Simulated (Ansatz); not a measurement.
# The HOMO–LUMO gap down a group: O to Se

One atom is swapped for its congeners: OF (Oxygen monofluoride); SF (Monosulfur monofluoride); SeF (Selenium monofluoride). All are doublets with charge 0.

Shapes, held fixed at every level: PBE0-D4/def2-TZVP. Programs: Ansatz 0.2.0. Values in eV.

| level | OF | SF | SeF |
| --- | --- | --- | --- |
| r2SCAN-D4/def2-TZVPP | 1.70 | 0.99 | 0.80 |
| B3LYP-D4/def2-TZVPP | 3.65 | 2.25 | 1.91 |
| BHLYP-D4/def2-TZVPP | 8.46 | 5.32 | 4.70 |
| r2SCAN0-D4/def2-TZVPP | 5.39 | 3.38 | 2.98 |
| wB97M-V/def2-TZVPP | 9.44 | 7.23 | 6.89 |
| wB97X-V/def2-TZVPP | 9.53 | 7.56 | 7.09 |

At wB97X-V/def2-TZVPP the HOMO–LUMO gap falls at every step, from 9.53 to 7.09 eV. Every level shows the same order. Open shells run unrestricted unless RO is named. Relativity is left out for Se unless named. Orbital gaps aren't excitation energies, and the LUMO depends on the basis.
